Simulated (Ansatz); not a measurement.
GeHMe2(OMe) (C₃H₁₀GeO), relaxed as a singlet with RKS PBE0-D4/def2-SVP in Ansatz, starting from the GFN2-xTB geometry. Force threshold 0.02 eV/Å.

Another isomer (singlet) lies 0.89 eV lower at PBE0-D4/def2-TZVP; other spin states weren't run for this one.

Start:

Cartesian coordinates in Å:
```
C 0.645 -1.609 0.726
C -0.852 -0.506 -2.051
C -0.107 1.860 1.438
Ge 0.355 -0.112 -0.548
O -0.528 1.198 0.271
H 1.702 0.459 -0.992
H -0.300 -1.884 1.189
H 1.343 -1.329 1.511
H 1.042 -2.480 0.215
H -1.804 -0.867 -1.672
H -0.430 -1.264 -2.705
H -1.037 0.391 -2.634
H -0.008 1.171 2.282
H -0.869 2.603 1.679
H 0.849 2.369 1.291
```

```json
{"step": "1", "energy (eV)": "-61815.8465", "largest force component (eV/Å)": "1.056", "SCF passes": "14"}
{"step": "2", "energy (eV)": "-61815.9129", "largest force component (eV/Å)": "0.485", "SCF passes": "20"}
{"step": "3", "energy (eV)": "-61815.9244", "largest force component (eV/Å)": "0.173", "SCF passes": "18"}
{"step": "4", "energy (eV)": "-61815.9244", "largest force component (eV/Å)": "0.229", "SCF passes": "17"}
{"step": "5 (rejected)", "energy (eV)": "-61815.8762", "largest force component (eV/Å)": "0.611", "SCF passes": "18"}
{"step": "6", "energy (eV)": "-61815.9283", "largest force component (eV/Å)": "0.112", "SCF passes": "20"}
{"step": "7", "energy (eV)": "-61815.9287", "largest force component (eV/Å)": "0.011", "SCF passes": "19"}
```

Force components are those of the run's own axes.

End:

```xyz
15

C     0.5794   -1.5809    0.6895
C    -0.8265   -0.5461   -2.0317
C    -0.0672    1.8544    1.4304
Ge    0.2938   -0.0798   -0.5209
O    -0.6251    1.1974    0.3352
H     1.6489    0.5344   -0.9560
H    -0.3888   -1.9740    1.0333
H     1.1665   -1.2770    1.5684
H     1.1235   -2.3883    0.1764
H    -1.7850   -0.9495   -1.6742
H    -0.3366   -1.3045   -2.6601
H    -1.0281    0.3441   -2.6441
H     0.1353    1.1777    2.2848
H    -0.7741    2.6232    1.7842
H     0.8840    2.3688    1.1848
```

By distances, no bond broke or formed. The bond that changes most is C1–Ge4, from 1.99 to 1.95 Å (atoms count from 1).

No frequencies were taken in this run, so the end may be a saddle point.

Run time 15 s (4 threads of Arm Neoverse V2 on a shared host).
